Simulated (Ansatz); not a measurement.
Gas-phase reaction in SMILES: CCCC(C)=O → [CH2]CC + C[C]=O (the C-C bond at the site shown breaks; other sites are not compared here)
Each molecule is optimised on its own at B3LYP-D3(BJ)/def2-TZVP (Ansatz, a first-principles code), one conformer each, not searched for the lowest.

Wanted: bond dissociation energy (electronic energy difference), in kcal/mol. Cores are frozen in the correlated levels unless marked. Open shells are spin-unrestricted. No spin-orbit coupling. No relativistic terms. CBS marks a two-point X^-3 extrapolation of the correlation energy; Hartree-Fock from the larger set. The bracket is a focal-point correction in the basis named.

```csv
level,program,bond dissociation energy (kcal/mol)
PBE-D3(BJ)/def2-TZVPD,Ansatz + dftd3,___
revPBE-D4/def2-TZVPD,Ansatz + dftd4,___
PBE0-D4/def2-TZVP,Ansatz + dftd4,___
BHLYP/def2-TZVPD,Ansatz,80.1
B2GP-PLYP-D3(BJ)/def2-TZVPD,Ansatz + dftd3,85.9
B2GP-PLYP/def2-TZVPD,Ansatz,84.7
CCSD/6-31G*,Ansatz,86.5
"RI-MP2/CBS(cc-pVTZ,cc-pVQZ)+[CCSD(T)-MP2]/cc-pVTZ",Ansatz,89.4
```

Task: Complete the blanks.

Result: 
- PBE-D3(BJ)/def2-TZVPD, bond dissociation energy (kcal/mol): 85.3
- revPBE-D4/def2-TZVPD, bond dissociation energy (kcal/mol): 83.2
- PBE0-D4/def2-TZVP, bond dissociation energy (kcal/mol): 86.4
